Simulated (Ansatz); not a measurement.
Basis-set extrapolation for C$_{5}$H$_{9}$B (`CBCC#CC`) (PBE0-D4/def2-TZVP geometry, frozen core, Ansatz). Multiplicity 1, RHF reference.

|  | def2-TZVPP | def2-QZVPP |
| --- | --- | --- |
| HF | -219.284249 | -219.294061 |
| MP2 correlation | -0.927479 | -0.985411 |
| CCSD(T) correlation | -1.020665 | not run |

Energies in hartree. Use E(X) = E(∞) + A·exp(−7.88·√X) for Hartree–Fock and E(X) = E(∞) + B·X^(−2.97) for correlation, with X = 3 and 4, and add CCSD(T) minus MP2 of the smaller set to the MP2 limit.

Problem. What is the CCSD(T) energy at the basis-set limit?

Solution. HF limit: -219.294061 + (-0.009812) × 0.13774 = -219.29541. MP2 limit: -0.985411 + (-0.057932) × 0.74074 = -1.02832. Higher-order term: -1.020665 − (-0.927479) = -0.09319. Total: -220.41692 hartree, 3.05 eV below CCSD(T)/def2-TZVPP.
